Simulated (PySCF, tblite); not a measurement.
Question: What does the GFN2-xTB structure of `CC(=O)c1cpcpc1C` look like in three dimensions?

Answer: 
Z-matrix in Å and degrees, rows numbered from 1:
```
C 
C   1  1.5083
O   2  1.2040  1  123.59
C   2  1.5049  1  113.49  3   178.64
C   4  1.3858  2  114.78  1   -79.26
P   5  1.7327  4  128.80  2  -179.55
C   6  1.7277  5  102.32  4    -0.33
P   7  1.7255  6  131.67  5     0.58
C   4  1.3895  2  117.91  1   101.35
C   9  1.5042  4  119.02  2    -0.49
H   1  1.0879  2  110.12  3   129.74
H   1  1.0888  2  109.10  3  -112.32
H   1  1.0867  2  110.29  3     7.77
H   5  1.0851  4  116.65  2    -0.41
H   7  1.0869  6  114.53  5  -179.90
H  10  1.0910  9  110.83  4   -66.15
H  10  1.0891  9  110.81  4    53.37
H  10  1.0891  9  110.33  4   173.94
```

The 4 C–P bonds span 1.726 Å (C7–P8, aromatic) to 1.749 Å (P8–C9, aromatic), a spread of 0.023 Å. The 5 C–C bonds span 1.386 Å (C4–C5, aromatic) to 1.508 Å (C1–C2, drawn single), a spread of 0.122 Å. Of the pairs four or more bonds apart, C2···H17 is among the closest relative to their van der Waals radii: 2.68 Å, 92 % of the sum of Bondi's values. The 6-membered ring C4–C5–P6–C7–P8–C9 has internal angles of 102.3° to 131.7° (sum 720°, against 720° for a flat polygon); it is planar, 0.00 Å rms from its mean plane, widest ring torsion 1°.

Computed geometry: GFN2-xTB, gas phase.

Point group: C1 (no symmetry element, even within 0.4 Å). Its GFN2-xTB frequencies are all real (lowest 43 cm⁻¹). One conformer, not necessarily the lowest (C1–C2–C4–C5 -79°). 3 starts were optimised and ended at 0.00, 0.50 and 2.72 kcal/mol (GFN2-xTB); the lowest of these is shown.
